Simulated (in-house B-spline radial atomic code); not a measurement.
Checks on a self-consistent run for La2+, [Ne] 3s1 3p6 3d10 4s2 4p6 4d10 5s2 5p6 5d2. Method: Dirac-Hartree-Fock, average of configuration, Fermi nucleus of rms radius 4.855 fm. Calculated with a B-spline radial code for spherical atoms.

```csv
orbital,q,ε (Eh),<1/r>,<r²>,small-component weight
1s1/2,2,-1441.69027,62.0135,0.00085344,0.044435
2s1/2,2,-235.31357,14.6028,0.0135488,0.0096361
2p1/2,2,-221.62345,14.559,0.00997172,0.009646
2p3/2,4,-206.36984,13.2475,0.0112277,0.0090903
3s1/2,1,-53.56036,5.2896,0.092214,0.0029692
3p1/2,2,-47.38171,5.21175,0.0862139,0.0029198
3p3/2,4,-44.30010,4.88667,0.0935447,0.0027704
3d3/2,4,-34.44013,4.74087,0.0764558,0.0026362
3d5/2,6,-33.78730,4.65835,0.0785124,0.0025923
4s1/2,2,-12.21058,2.21599,0.466791,0.00093541
4p1/2,2,-9.97797,2.09845,0.497419,0.00085336
4p3/2,4,-9.29353,1.99879,0.53425,0.00081045
4d3/2,4,-5.48907,1.78783,0.628533,0.0006708
4d5/2,6,-5.36587,1.76153,0.643551,0.00065765
5s1/2,2,-2.44943,0.86756,2.59376,0.00020383
5p1/2,2,-1.72841,0.780145,3.15878,0.00016839
5p3/2,4,-1.61615,0.745091,3.41209,0.00015672
5d3/2,0.8,-0.74982,0.534245,6.59874,8.3801e-05
5d5/2,1.2,-0.74125,0.526065,6.77325,8.1405e-05
```

Electron-electron repulsion V_ee = 3001.6996 hartree.

What total energy follows from the eigenvalues?

The eigenvalues count the repulsion twice, so E = Σqε - V_ee = -5440.755 - 3001.700 = -8442.454 hartree; the run printed -8442.454.

Does the Dirac virial theorem hold?

For a point nucleus E = -2c²Σq·w, with w the small-component weight. Here Σq·w = 0.22477 and c = 137.0360, so the ratio E/(-2c²Σq·w) is 1.000079; the finite nucleus accounts for the departure from 1.

What diamagnetic shielding (Lamb formula) and susceptibility (Langevin formula) do the radii give?

σ = (α²/3)Σq<1/r> = 359.193/(3·137.036²) = 6375.8 ppm, and χ = -0.79199×10⁻⁶·Σq<r²> = -40×10⁻⁶ cm³/mol with Σq<r²> = 50.511 bohr². Both are non-relativistic formulas without the paramagnetism of open shells; for so heavy an element the full relativistic shielding is larger by tens of per cent.
